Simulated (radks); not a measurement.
Q: The xenon ion Xe4+, 50 electrons, occupied as [Kr] 4d10 5s2 5p2. Method: non-relativistic Kohn-Sham, LB94 model potential, spin-polarised, spherical densities, point nucleus; open shells are filled with parallel spins first (spin-orbit coupling, left out, can overturn this in heavy ions); relativity is left out, which matters for an element this heavy; computed with a radial shooting solver on a logarithmic mesh with Libxc functionals. Some entries of the table are withheld. Estimate them.

orbital  occ.  eigenvalue (eV)  r(max) (bohr)  <r> (bohr)
1s down     1        -33116.30        0.01864     0.02811
1s up       1        -33116.30        0.01864     0.02811
2s up       1        -5081.460         0.1028      0.1208
2s down     1        -5081.394         0.1028      0.1208
2p up       3        -4790.366        0.08027      0.1028
2p down     3        -4790.256        0.08027      0.1028
3s up       1        -1088.607         0.2925      0.3199
3s down     1        -1088.547         0.2925      0.3199
3p up       3        -964.0018         0.2790      0.3100
3p down     3        -963.9322         0.2791      0.3100
3d up       5        -731.5497         0.2263      0.2803
3d down     5        -731.4866         0.2263      0.2803
4s up       1        -237.3347         0.6881      0.7466
4s down     1        -237.1886         0.6883      0.7476
4p up       3        -193.3299         0.7050      0.7765
4p down     3        -193.2567         0.7054      0.7780
4d down     5        -117.6606         0.7467      0.8647
4d up       5        -117.5377         0.7455      0.8616
5s down     1         -66.9503          1.592       1.733
5s up       1         -66.5951          1.606       1.753
5p down     0         -54.6451          1.743       1.917
5p up       2         -54.5863          1.767       1.944
4f down     0         -36.8482         0.9627         (1)
4f up       0         -36.5655         0.9496         (2)
6s up       0         -31.3611          3.363       3.418
6s down     0         -31.0255          3.362       3.437

A: 
(1) 4f down <r> (bohr): 1.398
(2) 4f up <r> (bohr): 1.423
